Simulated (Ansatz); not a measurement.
iodine atom (I), doublet (core potentials on I). Base run: PBE0/def2-SVP (Ansatz, a first-principles code).

Ansatz was given this input:
Ansatz 0.2 input:
```yaml
crystal:
  periodic: [false, false, false]
  atoms:
    - {symbol: I, position_ang: [0.00000000, 0.00000000, 0.00000000]}
basis:
  gaussian:
    orbitals: def2-SVP
hamiltonian:
  xc: pbe0
magnetization: {spin_polarized: true, initial_magnetization: 1}
```

The base run was repeated with changes; each row names its change, and settings that it needs were set with it.

| change | basis functions | E (Eh) |
|---|---|---|
| base | 26 | -297.68435 |
| basis = ANO-RCC-VDZP; relativity = spin-free X2C | 43 | -7115.25125 |
| basis = x2c-SVPall; relativity = spin-free X2C | 36 | -7114.62259 |
| basis = ANO-RCC-VDZP; relativity = spin-free X2C; nucleus = Gaussian | 43 | -7115.01281 |
| basis = Sapporo-DKH3-DZP-2012; relativity = none | 52 | -6686.97766 |
| basis = x2c-SVPall; relativity = spin-free X2C; nucleus = Gaussian | 36 | -7114.44418 |
| basis = x2c-SVPall; relativity = none | 36 | -6727.11668 |
| basis = Sapporo-DKH3-DZP-2012; relativity = spin-free X2C; nucleus = Gaussian | 52 | -7114.78525 |
| basis = ANO-RCC-VDZP; relativity = none | 43 | -6676.90720 |
| basis = Sapporo-DKH3-DZP-2012; relativity = spin-free X2C | 52 | -7114.99517 |

Absolute energies of different levels of theory aren't comparable as measures of quality.

Ansatz warned in this series: the basis is contracted for relativity, which the run leaves out.

Basis sets contracted for a relativistic Hamiltonian are a mismatch without it, so the rows without relativity aren't non-relativistic limits. No row has spin-orbit coupling; sets with core potentials leave out the core electrons.
